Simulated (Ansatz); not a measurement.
`C=[N][GaH2]` + `NB1CS1` → `[GaH2][NH]B1CS1` + `C=N` at 500 K and 1 bar (ligand exchange at a Ga–N bond).

Gas-phase electronic energies from Ansatz, PBE0-D4/def2-TZVP geometries. CCSD(T)/CBS adds triple-zeta CCSD(T) − MP2 to the extrapolated MP2 energy (def2 sets, frozen cores). This one scheme is used for every species. For Ga outer-core shells are correlated without core-valence functions, which leaves a few kJ/mol of doubt a bond. Scalar relativity is left out up to krypton. One conformer a species, not always the lowest.

```tsv
species	CCSD(T)/CBS energy (Eh)	H − E (kJ/mol)	S (J/(mol·K))
`C=[N][GaH2]`	-2019.05960	145.8	344.1
`NB1CS1`	-517.77714	188.1	335.0
`[GaH2][NH]B1CS1`	-2442.32425	210.5	417.9
`C=N`	-94.52360	124.2	249.5
```

H − E and S are ideal-gas, rigid-rotor, harmonic terms from PBE0-D4/def2-TZVP, for one conformer and one mirror image of each species. 1 Eh = 2625.50 kJ/mol, R = 8.31446 J/(mol·K).

Q: By hand: ΔE, ΔH, ΔS and ΔG.

A: ΔE = (-2442.32425) + (-94.52360) − (-2019.05960) − (-517.77714) = -0.01111 Eh = -29.2 kJ/mol. Δ(H − E) = 210.5 + 124.2 − 145.8 − 188.1 = 0.8, so ΔH = -28.4 kJ/mol. ΔS = 417.9 + 249.5 − 344.1 − 335.0 = -11.7 J/(mol·K). ΔG = -28.4 − 500 × (-11.7)/1000 = -22.5 kJ/mol.

Q: By hand: the equilibrium constant, and the temperature at which ΔG would vanish if ΔH and ΔS stayed fixed.

A: log₁₀ K = −ΔG/(RT ln 10) = 2.4. ΔG = 0 at ΔH/ΔS = 2427 K, though so small a ΔS makes that figure unsure.

The number of gas molecules stays the same, so ΔS is small and ΔH decides. A doubt of 5 kJ/mol in ΔE shifts log₁₀ K by 0.5 here. Other conformers and mirror images would add mixing entropy, several J/(mol·K) or more a flexible species. These are equilibria of isolated gas molecules and say nothing of rates. Largest T1 diagnostic: 0.017 (customary marks: 0.02 for closed shells, 0.045 for open ones).
